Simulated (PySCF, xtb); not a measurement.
Se(SeH)(OSiH3) (H4OSe2Si), SMILES O([Se][SeH])[SiH3]. One conformer was computed; it need not be the lowest.

Harmonic wavenumbers (cm⁻¹) from xtb with GFN2-xTB at its own minimum, in rising order: 45, 89, 134, 195, 275, 288, 422, 602, 629, 649, 729, 790, 815, 857, 1905, 2223, 2257, 2319.

### Question
What does PBE-D3(BJ)/def2-SVP (PySCF 2.14.0) give at its own minimum? (The exact figures need the calculation; the answer reports its results.)

### Answer
56, 100, 147, 198, 282, 350, 504, 676, 693, 706, 821, 897, 910, 939, 2160, 2166, 2190, 2278. Paired by order, the mean absolute difference is 65 cm⁻¹ and the zero-point energies are 21.8 and 23.0 kcal/mol.
